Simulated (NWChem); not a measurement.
System: CH₃FMgS; SMILES C[S][Mg][F]

```xyz
7

Mg     0.1442    -1.0528     0.0000
F     -0.2134    -2.7742     0.0000
S      0.6395     1.1890     0.0000
C     -1.0060     1.9979     0.0000
H     -1.5911     1.7540    -0.8977
H     -0.8240     3.0814     0.0000
H     -1.5911     1.7540     0.8977
```
Atoms are numbered in this order, from 1.

All runs: NWChem. Structure relaxed at the PBE0/def2-SVP level. Level B3LYP/def2-SVP: energy and gradient on several grids; changes count from the extra-fine grid, which is no exact limit either.

Question: Which is the coarsest grid (xfine; coarse; fine; medium; xcoarse) from which on the energy stays within 50 μHa and each gradient component within 100 μHa/bohr of xfine?

Answer: coarse.
```csv
grid,size of the energy change (μHa),largest change of a gradient component (μHa/bohr)
xcoarse,900,3000
coarse,30,40
medium,< 10,< 30
fine,< 10,< 30
xfine,< 10,< 30
```
